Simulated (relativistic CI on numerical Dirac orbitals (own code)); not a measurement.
Energy levels of Eu XXIV

Method of calculation: Dirac-Coulomb-Breit CI, orbitals from a KLI potential per configuration, model QED, unscaled Slater integrals (own radial code, finite nucleus).

Configurations in the expansion (outside the closed core [Ar] 3d10): 4s2 4p6 4d4, 4s2 4p5 4d5, 4s2 4p6 4d3 4f, 4s 4p6 4d5, 4s2 4p5 4d4 4f, 4s 4p6 4d4 4f, 4s2 4p6 4d3 5s, 4s2 4p6 4d3 5p, 4s2 4p6 4d2 4f 5s, 4s2 4p6 4d3 5d, 4s2 4p5 4d4 5s, 4s2 4p6 4d2 5s 5p, 4s2 4p6 4d3 5f, 4s2 4p6 4d3 6s, 4s2 4p6 4d3 6p, 4p6 4d5 4f, 4s 4p6 4d3 4f 5s, 4s2 4p6 4d3 6f, 4s2 4p6 4d3 7p, 4p6 4d6, 4p5 4d7, 4p5 4d6 4f, 4s2 4p6 4d2 5s2, 4s2 4p6 4d 4f 5s2, 4s2 4p5 4d2 4f 5s2, 4s 4p6 4d2 4f 5s2. Double excitations out of closed p, d and f shells are left out; levels of such configurations are missing from the list, as are those of other unlisted configurations, and high levels can miss mixing partners. These lack a partner that the ground configuration has and come out too high: 4s2 4p5 4d4 5s.

The lowest level is 4s2 4p6 4d4 5D_0, with 47 % of that term; Hund's rules for 4s2 4p6 4d4 give 5D with J = 0, in agreement.

```csv
No.,Configuration,Term,J,E (cm⁻¹),%,Landé g,Lifetime (s)
1,4s2 4p6 4d4,5D,0,0,47,,
2,4s2 4p6 4d4,5D,1,32442,75,1.497,8.69e-04
3,4s2 4p6 4d4,5D,2,53162,79,1.420,2.82e-03
4,4s2 4p6 4d4,3F,4,64242,30,1.181,
5,4s2 4p6 4d4,5D,3,64737,63,1.352,1.99e-02
6,4s2 4p6 4d4,5D,0,95138,49,,1.18e-04
7,4s2 4p6 4d4,3H,4,97379,44,1.128,6.97e-04
8,4s2 4p6 4d4,3G,3,107097,58,0.970,4.49e-04
9,4s2 4p6 4d4,3F,2,110451,45,0.961,2.42e-04
10,4s2 4p6 4d4,3H,5,114896,71,1.077,1.01e-03
11,4s2 4p6 4d4,3H,6,122397,59,1.098,2.39e-01
12,4s2 4p6 4d4,3P,1,122980,60,1.246,2.22e-04
13,4s2 4p6 4d4,3G,4,133741,63,1.028,1.76e-03
14,4s2 4p6 4d4,3D,2,138439,42,1.139,1.41e-03
15,4s2 4p6 4d4,3F,3,138790,40,1.163,4.80e-04
16,4s2 4p6 4d4,3F,4,153668,41,1.191,1.83e-04
17,4s2 4p6 4d4,3F,3,166747,48,1.111,1.36e-04
18,4s2 4p6 4d4,1D,2,170402,34,1.069,1.42e-04
19,4s2 4p6 4d4,3G,5,175638,71,1.152,3.16e-04
20,4s2 4p6 4d4,1I,6,179162,59,1.065,3.23e-04
21,4s2 4p6 4d4,3D,1,180002,71,0.780,9.81e-05
22,4s2 4p6 4d4,3F,4,187949,49,1.111,3.20e-04
23,4s2 4p6 4d4,3P,2,196133,63,1.339,2.83e-04
24,4s2 4p6 4d4,1S,0,201954,61,,1.55e-04
25,4s2 4p6 4d4,1F,3,206696,49,1.075,1.85e-04
26,4s2 4p6 4d4,3F,2,212237,55,0.991,1.67e-04
27,4s2 4p6 4d4,3F,3,241029,73,1.067,2.25e-04
28,4s2 4p6 4d4,1G,4,243389,59,1.074,8.21e-05
29,4s2 4p6 4d4,3P,1,243609,95,1.470,1.22e-04
30,4s2 4p6 4d4,1D,2,247208,48,1.064,1.29e-04
31,4s2 4p6 4d4,3P,0,250691,66,,2.32e-04
32,4s2 4p6 4d4,3F,4,254200,44,1.123,1.09e-04
33,4s2 4p6 4d4,1D,2,296773,76,1.001,8.29e-05
34,4s2 4p6 4d4,1S,0,369169,81,,4.16e-05
35,4p5 4d5(6S),7P°,4,963938,69,1.656,2.95e-09
36,4p5 4d5(4D),5P°,2,1006909,30,1.550,5.05e-10
37,4p5 4d5(6S),7P°,3,1007861,49,1.742,3.64e-10
38,4p5 4d5(2D),3F°,4,1023690,20,1.338,9.75e-10
39,4p5 4d5(4G),5G°,5,1042373,38,1.283,8.06e-10
40,4p5 4d5(4G),5G°,6,1043666,59,1.264,3.19e-09
41,4p5 4d5(4D),5P°,1,1043913,70,2.149,1.18e-09
42,4p5 4d5(4G),5G°,3,1045234,31,1.085,5.13e-10
43,4p5 4d5(4G),5G°,2,1047657,25,0.994,1.22e-10
44,4p5 4d5(4D),5D°,3,1049932,40,1.368,1.21e-10
45,4p5 4d5(4G),5F°,1,1053183,37,0.416,2.02e-11
46,4p5 4d5(4G),5G°,4,1053658,37,1.185,2.50e-10
47,4p5 4d5(4D),5D°,2,1061117,21,1.479,8.13e-11
48,4p5 4d5(4G),5H°,7,1064022,71,1.236,3.05e-09
49,4p5 4d5(4D),5F°,5,1072052,38,1.275,1.17e-10
50,4p5 4d5(2D),3F°,4,1072272,19,1.128,1.08e-10
51,4p5 4d5(4D),3F°,3,1078966,27,1.229,2.74e-10
52,4p5 4d5(4P),5D°,4,1082101,25,1.278,2.07e-10
53,4p5 4d5(4G),5F°,2,1085329,27,1.300,4.73e-11
54,4p5 4d5(2F),3G°,5,1091310,29,1.120,6.52e-11
55,4p5 4d5(4G),5F°,2,1091786,18,1.320,4.79e-11
56,4p5 4d5(4G),3H°,6,1092741,43,1.192,8.69e-10
57,4p5 4d5(4F),5D°,0,1094255,59,,2.20e-11
58,4p5 4d5(4F),5D°,1,1095632,44,1.228,2.81e-11
59,4p5 4d5(4G),5F°,3,1095994,38,1.246,2.83e-11
60,4p5 4d5(4G),3F°,4,1098541,32,1.219,2.32e-10
61,4p5 4d5(4D),3D°,1,1098564,40,0.989,2.14e-10
62,4s2 4p5 4d5,3G°,5,1099365,26,1.140,2.98e-10
63,4s2 4p5 4d5,3F°,2,1103134,23,0.994,2.25e-10
64,4p5 4d5(2G),3H°,6,1106591,43,1.125,1.89e-10
65,4p5 4d5(2G),3F°,2,1110762,37,0.967,1.35e-10
66,4p5 4d5(2D),3D°,3,1110804,30,1.180,8.60e-11
67,4s2 4p5 4d5,3F°,4,1114305,27,1.208,5.87e-11
68,4p5 4d5(2F),3F°,3,1115740,47,1.160,1.13e-10
69,4p5 4d5(4P),3P°,1,1116706,19,0.934,3.22e-11
70,4p5 4d5(2I),3K°,7,1118238,37,1.116,3.42e-10
```

Energies count from the lowest computed level; ° marks odd parity; lifetimes are radiative, by E1, M1, E2, M2, E3 decay to levels of this space only; some are left blank where a channel outside the calculation adds to the decay or the decay crosses a small, uncertain gap. Percentages are summed over parent terms; the parents shown are those of the largest component, closed shells are left out there.

The mean weight of the leading LS term, summed over parents, in these 70 levels is 47 %, and that of the leading jj configuration (from the same eigenvectors) 68 %, so jj coupling describes them better and the LS labels are nominal.

At this charge energies of transitions that change n are usually good to better than 1 %, and those within a shell (Δn = 0) to a few per cent. Terms inside the open d or f shell come out 10 to 20 % too wide with unscaled integrals.

LS names give the leading component of a level, which can be under half, so a name can repeat, a term be missing and a line seem to break the LS rules.
